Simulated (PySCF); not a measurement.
HCl3Ge, charge +1, doublet, at a GFN2-xTB geometry (a state made from the parent by changing its charge; the spin is typed, not shown lowest), with bond 3-1 at 3.0 times its length; PBE/3-21G in PySCF.

Input for PySCF:
```python
from pyscf import gto, scf, dft

mol = gto.Mole()
mol.atom = '''
    Ge   -0.019294   -0.001387    0.270341
    Cl   -0.215770    2.040192   -0.211343
    Cl    5.712445   -2.454524   -0.767579
    Cl   -1.631545   -1.217931   -0.329106
    H    -0.130069   -0.009351    1.822448
'''
mol.basis = '3-21g'
mol.charge = 1
mol.spin = 1
mol.verbose = 4
mol.build()

mf = dft.UKS(mol)
mf.xc = 'pbe'
mf.kernel()
mo_i, mo_e, stable_i, stable_e = mf.stability(internal=True, external=False, return_status=True, nroots=6, tol=1e-6)
print('internally stable:', stable_i, ' externally stable:', stable_e)
if not stable_i:
    umf = mf.copy()
    umf.scf_summary = {}
    umf.kernel(umf.make_rdm1(mo_i, mf.mo_occ))
```

Output, abridged:

```
PySCF version 2.14.0

[INPUT] verbose = 4
[INPUT] num. atoms = 5
[INPUT] num. electrons = 83
[INPUT] charge = 1
[INPUT] spin (= nelec alpha-beta = 2S) = 1
[INPUT] symmetry False subgroup None
[INPUT] Mole.unit = angstrom
[INPUT] Symbol           X                Y                Z      unit          X                Y                Z       unit  Magmom
[...]
nuclear repulsion = 421.274612665769
number of shells = 33
number of NR pGTOs = 138
number of NR cGTOs = 63
basis = 3-21g
ecp = {}

******** <class 'pyscf.dft.uks.UKS'> ********
method = UKS
initial guess = minao
damping factor = 0
level_shift factor = 0
DIIS = <class 'pyscf.scf.diis.CDIIS'>
diis_start_cycle = 1
diis_space = 8
diis_damp = 0
SCF conv_tol = 1e-09
SCF conv_tol_grad = None
SCF max_cycles = 50
direct_scf = True
direct_scf_tol = 1e-13
number electrons alpha = 42  beta = 41
XC library pyscf.dft.libxc version 7.1.2
    S. Lehtola, C. Steigemann, M. J. T. Oliveira, and M. A. L. Marques,  SoftwareX 7, 1–5 (2018)
XC functionals = pbe
    J. P. Perdew, K. Burke, and M. Ernzerhof,  Phys. Rev. Lett. 77, 3865 (1996)
    J. P. Perdew, K. Burke, and M. Ernzerhof,  Phys. Rev. Lett. 78, 1396 (1997)
    J. P. Perdew, K. Burke, and M. Ernzerhof,  Phys. Rev. Lett. 77, 3865 (1996)
    J. P. Perdew, K. Burke, and M. Ernzerhof,  Phys. Rev. Lett. 78, 1396 (1997)
radial grids:
    Treutler-Ahlrichs [JCP 102, 346 (1995); DOI:10.1063/1.469408] (M4) radial grids

becke partition: Becke, JCP 88, 2547 (1988); DOI:10.1063/1.454033
pruning grids: <function nwchem_prune>
grids dens level: 3
symmetrized grids: False
atomic radii adjust function: <function treutler_atomic_radii_adjust>
small_rho_cutoff = 0
Set gradient conv threshold to 3.16228e-05
tot grids = 87088
init E= -3438.12156538018

cycle= 1 E= -3440.12902021806  delta_E= -2.01  |g|= 0.294  |ddm|= 1.56
cycle= 2 E= -3438.77395317503  delta_E= 1.36  |g|= 0.822  |ddm|= 2.26

cycle= 3 E= -3439.52903065373  delta_E= -0.755  |g|= 0.683  |ddm|= 2.33
cycle= 4 E= -3440.2219302039  delta_E= -0.693  |g|= 0.065  |ddm|= 1.17

cycle= 5 E= -3439.2045948476  delta_E= 1.02  |g|= 0.506  |ddm|= 1.85
cycle= 6 E= -3440.03524405118  delta_E= -0.831  |g|= 0.244  |ddm|= 1.31
cycle= 7 E= -3440.03776191666  delta_E= -0.00252  |g|= 0.239  |ddm|= 0.0382
cycle= 8 E= -3440.03585552518  delta_E= 0.00191  |g|= 0.244  |ddm|= 0.0666
cycle= 9 E= -3440.03674955054  delta_E= -0.000894  |g|= 0.241  |ddm|= 0.243
cycle= 10 E= -3440.03816046697  delta_E= -0.00141  |g|= 0.238  |ddm|= 0.161
cycle= 11 E= -3440.03933648469  delta_E= -0.00118  |g|= 0.235  |ddm|= 0.0354
cycle= 12 E= -3440.21990521548  delta_E= -0.181  |g|= 0.0777  |ddm|= 1.31

cycle= 13 E= -3440.22387613343  delta_E= -0.00397  |g|= 0.0593  |ddm|= 0.196
cycle= 14 E= -3440.2225725586  delta_E= 0.0013  |g|= 0.0584  |ddm|= 0.151

cycle= 15 E= -3440.22446256164  delta_E= -0.00189  |g|= 0.0492  |ddm|= 0.143
cycle= 16 E= -3440.03363860762  delta_E= 0.191  |g|= 0.25  |ddm|=  1.3
cycle= 17 E= -3440.03359572962  delta_E= 4.29e-05  |g|= 0.25  |ddm|= 0.00176
cycle= 18 E= -3440.0328589156  delta_E= 0.000737  |g|= 0.251  |ddm|= 0.02
cycle= 19 E= -3440.03370487679  delta_E= -0.000846  |g|= 0.25  |ddm|= 0.031
cycle= 20 E= -3440.02949334079  delta_E= 0.00421  |g|= 0.257  |ddm|= 0.0574

cycle= 21 E= -3440.2236664787  delta_E= -0.194  |g|= 0.0511  |ddm|= 1.31
cycle= 22 E= -3440.03889653601  delta_E= 0.185  |g|= 0.236  |ddm|=  1.3
cycle= 23 E= -3440.22278611664  delta_E= -0.184  |g|= 0.0566  |ddm|=  1.3
cycle= 24 E= -3440.22299227142  delta_E= -0.000206  |g|= 0.0546  |ddm|= 0.0132
cycle= 25 E= -3440.03101684241  delta_E= 0.192  |g|= 0.253  |ddm|= 1.31
cycle= 26 E= -3439.20099437074  delta_E= 0.83  |g|= 0.509  |ddm|=  1.3
cycle= 27 E= -3439.20114795009  delta_E= -0.000154  |g|= 0.509  |ddm|= 0.0229
cycle= 28 E= -3439.20000143098  delta_E= 0.00115  |g|= 0.51  |ddm|= 0.16
cycle= 29 E= -3440.03221419865  delta_E= -0.832  |g|= 0.251  |ddm|= 1.31
cycle= 30 E= -3440.03726882189  delta_E= -0.00505  |g|= 0.24  |ddm|= 0.0837
[...]
SCF not converged.
<class 'pyscf.dft.uks.UKS'> wavefunction has an internal instability
internally stable: False  externally stable: None
[...]
atomic radii adjust function: <function treutler_atomic_radii_adjust>
small_rho_cutoff = 0
Set gradient conv threshold to 3.16228e-05
init E= -3440.14993528238

cycle= 1 E= -3439.58454445159  delta_E= 0.565  |g|= 0.642  |ddm|= 1.63
cycle= 2 E= -3423.19614663417  delta_E= 16.4  |g|= 1.62  |ddm|= 6.07
cycle= 3 E= -3439.60060354275  delta_E= -16.4  |g|= 0.553  |ddm|= 6.01
cycle= 4 E= -3439.16345706837  delta_E= 0.437  |g|= 0.903  |ddm|= 1.52
cycle= 5 E= -3432.46453959297  delta_E=  6.7  |g|= 1.16  |ddm|= 4.88

cycle= 6 E= -3439.09663130082  delta_E= -6.63  |g|= 0.561  |ddm|= 4.35
cycle= 7 E= -3440.20850665588  delta_E= -1.11  |g|= 0.125  |ddm|= 1.86
cycle= 8 E= -3439.99887057148  delta_E= 0.21  |g|= 0.316  |ddm|= 1.36
cycle= 9 E= -3440.2228940393  delta_E= -0.224  |g|= 0.0579  |ddm|= 1.32

cycle= 10 E= -3440.04167360038  delta_E= 0.181  |g|= 0.24  |ddm|= 1.29
cycle= 11 E= -3440.07485765514  delta_E= -0.0332  |g|= 0.241  |ddm|= 0.255

cycle= 12 E= -3440.18392183685  delta_E= -0.109  |g|= 0.164  |ddm|= 0.521
cycle= 13 E= -3440.03881710686  delta_E= 0.145  |g|= 0.236  |ddm|= 1.16
cycle= 14 E= -3440.03888625593  delta_E= -6.91e-05  |g|= 0.236  |ddm|= 0.00115
cycle= 15 E= -3440.03851102349  delta_E= 0.000375  |g|= 0.237  |ddm|= 0.0146
cycle= 16 E= -3440.03867192049  delta_E= -0.000161  |g|= 0.237  |ddm|= 0.108
cycle= 17 E= -3440.03818652672  delta_E= 0.000485  |g|= 0.239  |ddm|= 0.0206

cycle= 18 E= -3440.03810640198  delta_E= 8.01e-05  |g|= 0.235  |ddm|= 0.074

cycle= 19 E= -3440.21698803102  delta_E= -0.179  |g|= 0.108  |ddm|= 1.31
cycle= 20 E= -3440.21915481722  delta_E= -0.00217  |g|= 0.0904  |ddm|= 0.0599
cycle= 21 E= -3440.2205074793  delta_E= -0.00135  |g|= 0.0802  |ddm|= 0.0455
cycle= 22 E= -3440.03627161998  delta_E= 0.184  |g|= 0.243  |ddm|= 1.31
cycle= 23 E= -3440.03585039729  delta_E= 0.000421  |g|= 0.244  |ddm|= 0.0148
cycle= 24 E= -3440.03659417525  delta_E= -0.000744  |g|= 0.242  |ddm|= 0.137
cycle= 25 E= -3440.03700098977  delta_E= -0.000407  |g|= 0.241  |ddm|= 0.047
cycle= 26 E= -3440.03751283314  delta_E= -0.000512  |g|= 0.239  |ddm|= 0.0196
cycle= 27 E= -3440.22276455864  delta_E= -0.185  |g|= 0.0569  |ddm|= 1.31
cycle= 28 E= -3440.03885502529  delta_E= 0.184  |g|= 0.236  |ddm|= 1.31
cycle= 29 E= -3440.22188263164  delta_E= -0.183  |g|= 0.0677  |ddm|= 1.31
cycle= 30 E= -3440.22188812917  delta_E= -5.5e-06  |g|= 0.0669  |ddm|= 0.0111
cycle= 31 E= -3440.03782431125  delta_E= 0.184  |g|= 0.239  |ddm|= 1.31
cycle= 32 E= -3440.03842601882  delta_E= -0.000602  |g|= 0.237  |ddm|= 0.0171
cycle= 33 E= -3440.03800471825  delta_E= 0.000421  |g|= 0.238  |ddm|= 0.0672
cycle= 34 E= -3440.03800517  delta_E= -4.52e-07  |g|= 0.238  |ddm|= 0.0102
cycle= 35 E= -3440.22307082268  delta_E= -0.185  |g|= 0.0543  |ddm|= 1.31
cycle= 36 E= -3440.03645553591  delta_E= 0.187  |g|= 0.243  |ddm|= 1.31
cycle= 37 E= -3440.03762601484  delta_E= -0.00117  |g|= 0.239  |ddm|= 0.0184
cycle= 38 E= -3440.22297402132  delta_E= -0.185  |g|= 0.0557  |ddm|=  1.3
cycle= 39 E= -3440.22226006375  delta_E= 0.000714  |g|= 0.0621  |ddm|= 0.0339
cycle= 40 E= -3440.03912785798  delta_E= 0.183  |g|= 0.236  |ddm|= 1.31
cycle= 41 E= -3440.03947397238  delta_E= -0.000346  |g|= 0.234  |ddm|= 0.009
cycle= 42 E= -3440.03911982423  delta_E= 0.000354  |g|= 0.236  |ddm|= 0.0784
cycle= 43 E= -3440.03946777039  delta_E= -0.000348  |g|= 0.235  |ddm|= 0.035
cycle= 44 E= -3440.22261498862  delta_E= -0.183  |g|= 0.0577  |ddm|=  1.3
cycle= 45 E= -3440.03731117826  delta_E= 0.185  |g|= 0.241  |ddm|= 1.31
cycle= 46 E= -3440.0365080009  delta_E= 0.000803  |g|= 0.243  |ddm|= 0.0141
cycle= 47 E= -3440.22257224078  delta_E= -0.186  |g|= 0.0594  |ddm|= 1.31
cycle= 48 E= -3440.22248341346  delta_E= 8.88e-05  |g|= 0.06  |ddm|= 0.0134
cycle= 49 E= -3440.22256858029  delta_E= -8.52e-05  |g|= 0.0593  |ddm|= 0.0103
cycle= 50 E= -3439.2283025656  delta_E= 0.994  |g|= 0.517  |ddm|= 1.85
SCF not converged.
SCF energy = -3439.2283025656 after 50 cycles  <S^2> = 1.7488006  2S+1 = 2.8275789
```

The run did not converge; its last values are not results.
